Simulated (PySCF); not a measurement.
From one molecule to another.

First species: C₄H₄FN.
Numbering: `[F:1]/[CH:2]=[CH:3]\[C@H:4]1[CH:5]=[N:6]1` (hydrogens: H7 on C2; H8 on C3; H9 on C4; H10 on C5)

Second species: C₇H₁₁ (charge +1).
Z-matrix (Å and degrees, GFN2-xTB geometry), rows numbered from 1:
```
C 
C   1  1.4364
C   2  1.3773  1  150.07
C   3  1.3830  2   61.18  1  -179.18
C   4  1.4456  2  150.85  3  -178.12
C   5  1.5327  4  111.53  2   152.71
C   5  1.5333  4  111.70  2    25.17
H   1  1.0950  2  108.19  3    99.44
H   1  1.0907  2  111.23  3  -144.07
H   1  1.0889  2  111.77  3   -19.34
H   3  1.0662  2  149.40  4   179.83
H   5  1.1030  4  104.36  2   -91.08
H   6  1.0864  5  111.27  4    54.82
H   6  1.0856  5  109.55  4   174.64
H   6  1.0867  5  110.43  4   -66.30
H   7  1.0866  5  111.43  4   -55.44
H   7  1.0856  5  109.44  4  -175.15
H   7  1.0869  5  110.52  4    65.93
```

Levels: PBE0/def2-SVPD for HOMO energy, LUMO energy, HOMO–LUMO gap, static isotropic polarisability and electronic spatial extent ⟨r²⟩ about the centre of nuclear charge; TDDFT PBE0/def2-SVPD for lowest singlet excitation; TDA PBE0/def2-SVPD for lowest triplet excitation (Tamm–Dancoff); GFN2-xTB for rotational constant A and rotational constant C. Geometries: GFN2-xTB. All species are isolated and taken at one optimised geometry, non-relativistic unless stated; the electronic structure was computed with PySCF and density fitting.

Dipoles, sizes and rotational constants follow the conformer. The torsions of the flexible species, by atom-mapped SMILES:
- `[F:1]/[CH:2]=[CH:3]\[C@H:4]1[CH:5]=[N:6]1`: C2–C3–C4–C5 152°
- `[CH3:1][c+:2]1[cH:3][c:4]1[CH:5]([CH3:6])[CH3:7]`: C3–C4–C5–C6 -24°

Values for the first species:

```
HOMO energy                                                       : -6.99 eV
LUMO energy                                                       : -1.04 eV
HOMO–LUMO gap                                                     : 5.95 eV
Lowest singlet excitation                                         : 4.44 eV
Lowest triplet excitation (Tamm–Dancoff)                          : 3.67 eV
Static isotropic polarisability                                   : 53.7 au
Electronic spatial extent ⟨r²⟩ about the centre of nuclear charge : 614 bohr²
Rotational constant A                                             : 12.723 GHz
Rotational constant C                                             : 1.855 GHz
```

Problem. Estimate the same properties for the second species, and the change in each.

Solution. 
```tsv
property	first	second	second less first
HOMO energy	-6.99 eV	-13.98 eV	-6.99 eV
LUMO energy	-1.04 eV	-6.31 eV	-5.27 eV
HOMO–LUMO gap	5.95 eV	7.67 eV	+1.72 eV
lowest singlet excitation	4.44 eV	6.17 eV	+1.73 eV
lowest triplet excitation (Tamm–Dancoff)	3.67 eV	5.80 eV	+2.13 eV
static isotropic polarisability	53.7 au	73.1 au	+19.4 au
electronic spatial extent ⟨r²⟩ about the centre of nuclear charge	614 bohr²	919 bohr²	+305 bohr²
rotational constant A	12.723 GHz	4.737 GHz	-7.986 GHz
rotational constant C	1.855 GHz	1.339 GHz	-0.516 GHz
```

On the first: The principal polarisabilities are 41.7, 43.0 and 76.5 au; their mean is the isotropic value. The polarisability is 7.96 Å³ as a volume (1 au = 0.148185 Å³), or 1.22 au for each of the 44 electrons.

On the second: No computed singlet falls in the visible range (750 to 380 nm, 1.65 to 3.26 eV); S1 lies 2.91 eV above its blue end. The 6 singlets span 6.17 to 6.90 eV, and their oscillator strengths add up to 0.15.
